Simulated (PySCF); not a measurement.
# Tc: ionisation energy

Tc [Kr] 4d5 5s2 (6S) → Tc⁺ [Kr] 4d5 5s1 (7S), as a difference of total energies. Calculation: PySCF 2.14, in cc-pVTZ-PP with ECP28MDF (5s5p4d2f1g, 63 functions); a scalar-relativistic core potential. Correlated levels: valence: 4s2 4p6 frozen. The calculations carry no spin-orbit coupling.

| method | ionisation energy (eV) |
| --- | --- |
| UHF | 5.537 |
| r2SCAN | 6.562 |
| BP86 | 7.135 |
| MP2 (valence) | 6.673 |
| SCS-MP2 (valence) | 6.931 |

Errors of the correlated levels include the incompleteness of this basis and the frozen core.

MP2 underrates the near-degeneracy of ns² with np² in the lower species.

Which method comes closest to the reference value, and which is furthest?

The reference is 7.119 eV (measured; NIST Atomic Spectra Database, ionization energies). Closest: BP86 (error 0.016 eV); furthest: UHF (error -1.582 eV).
